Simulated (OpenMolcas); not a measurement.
**Lines of Mo2+: computed and rescaled rates**

- Program: OpenMolcas
- Method: MS-CASPT2, IPEA 0.25 Eh, imaginary shift 0.1 Eh (closed shells correlated: 4s 4p)
- Basis: ANO-RCC-VTZP [7s6p4d2f1g]
- Scalar Hamiltonian: DKH2, point nucleus
- Active space: 4 electrons in 5 orbitals (4d)
- State averaging: 2S+1 = 5 even, 5 roots; 2S+1 = 3 even, 45 roots; 2S+1 = 1 even, 50 roots
- Spin-orbit coupling: state interaction with AMFI integrals over the reference wave functions, term energies averaged over their components

Rates come from the transition moments of the reference wave functions (E1 and E2 in the length form). At fixed line strength A goes as λ^-3 for E1 and M1 and as λ^-5 for E2, so a rate at the computed wavelength can be rescaled to the measured one. Measured vacuum wavelengths follow from level energies in Sugar and Musgrove, J. Phys. Chem. Ref. Data 17, 155 (1988). Branching counts decays inside the model space alone, at computed energies, and the table is only a selection of the E2 and M1 lines, drawn from those between levels with measured partners whose computed energy lies within a factor of 1.5 of the measured one.

```csv
Upper,Lower,Type,λ computed (nm),λ measured (nm),A computed (s-1),A rescaled (s-1),Branching %
4d⁴ ⁵D₁,4d⁴ ⁵D₀,M1,42580,41320,6.93e-04,7.58e-04,100.0
4d⁴ ⁵D₂,4d⁴ ⁵D₁,M1,23920,23460,4.12e-03,4.37e-03,100.0
4d⁴ ³H₆,4d⁴ ³H₅,M1,19740,18670,2.72e-03,3.21e-03,98.5
4d⁴ ³H₅,4d⁴ ³H₄,M1,18240,16780,4.06e-03,5.21e-03,93.8
4d⁴ ⁵D₃,4d⁴ ⁵D₂,M1,18240,17990,7.61e-03,7.93e-03,100.0
4d⁴ ⁵D₄,4d⁴ ⁵D₃,M1,15580,15420,7.13e-03,7.35e-03,100.0
4d⁴ ³G₅,4d⁴ ³H₅,M1,2803,2908,5.53e-02,,36.5
4d⁴ ¹I₆,4d⁴ ³H₆,M1,1545,1543,1.45e-01,,53.6
4d⁴ ¹G₄(1),4d⁴ ³F₄(1),M1,1471,1583,4.45e-01,,40.7
4d⁴ ¹I₆,4d⁴ ³H₅,M1,1433,1426,1.25e-01,,46.1
4d⁴ ¹D₂(1),4d⁴ ³F₃(1),M1,997.6,1129,3.51e-01,,33.8
4d⁴ ¹S₀(1),4d⁴ ³P₁(1),M1,921,954.2,1.83e+00,,99.9
4d⁴ ³H₄,4d⁴ ⁵D₄,M1,844.3,925.3,3.78e-02,,82.9
4d⁴ ³P₀(1),4d⁴ ⁵D₁,M1,836.6,916.8,1.38e+00,,99.9
4d⁴ ³P₁(1),4d⁴ ⁵D₂,M1,783.6,844.4,1.04e+00,,89.4
4d⁴ ³F₄(1),4d⁴ ⁵D₄,M1,739.6,804.9,6.59e-01,,78.4
4d⁴ ³F₃(1),4d⁴ ⁵D₃,M1,721.4,785.9,4.01e-01,,64.4
4d⁴ ³P₂(1),4d⁴ ⁵D₃,M1,711,761.4,6.47e-01,,86.6
4d⁴ ³F₂(1),4d⁴ ⁵D₂,M1,693.4,754.1,2.13e-01,,58.1
4d⁴ ³F₂(1),4d⁴ ⁵D₁,M1,673.9,730.6,1.26e-01,,34.4
4d⁴ ³G₄,4d⁴ ⁵D₄,M1,641.5,693.9,8.34e-02,,52.2
4d⁴ ³G₃,4d⁴ ⁵D₃,M1,632.6,682.7,8.45e-02,,34.7
4d⁴ ¹G₄(2),4d⁴ ¹I₆,E2,553.4,630,1.48e+00,7.74e-01,47.4
4d⁴ ³D₃,4d⁴ ⁵D₄,M1,528.5,567.7,3.77e-01,,57.7
4d⁴ ³D₂,4d⁴ ⁵D₁,M1,484.4,517.2,2.06e-01,,34.3
```

Spin-changing lines and M1 lines between different terms are not rescaled, since their strength hangs on the term gaps too.

The largest correction is for 4d⁴ ¹G₄(2) → 4d⁴ ¹I₆ (E2): 1.48e+00 × (553.4 / 630)^5 = 7.74e-01 s-1, a factor of 0.52.

The computed rate and branching of 4d⁴ ⁵D₁ → 4d⁴ ⁵D₀ give the upper level a radiative lifetime of 1.000 / 6.93e-04 s-1 = 1.44e+03 s, counting decays inside the model space alone. The rescaled rate gives about 1.3e+03 s.

The computed order of these levels differs from the measured one in 3 places, and where term gaps are wrong the rates of spin-changing lines can be off by large factors.

These are rates of the free ion; in crystals, glasses and complexes forced electric-dipole and non-radiative decay shorten such lifetimes by orders of magnitude. No measured rate stands beside these. Rescaling mends the energy factor alone: line strengths can still be far off where a level mixes with configurations outside the active space, and weak or spin-changing lines hang on small mixing coefficients that depend on the term gaps too, so rescaling need not improve them.

Term energies are means over components that CASPT2 splits; among the terms shown or strongly mixed into the levels shown the widest spread is 1500 cm-1 (4d⁴ ¹I). Levels of configurations with an s electron are missing; early in the row they begin among the upper levels of the d shell and mix with terms of their name. Some levels mix across a computed gap that differs much from the measured one, so their mixing is not that of the real levels. The CASPT2 spread within a term exceeds the gap to the next term for 4d⁴ ³P(1) and 4d⁴ ³H, 4d⁴ ³D and 4d⁴ ¹I, 4d⁴ ¹I and 4d⁴ ¹G(1), so the order of their levels is uncertain. Measured partners are found by configuration, term and J. A level has none where our copy of the source lacks it or the pairing is in doubt (some pairs that miss far off the trend of their configuration count as doubtful). Levels of configurations outside the active space are missing.

A number in round brackets counts repeated terms of one configuration in the order of the reference energies.
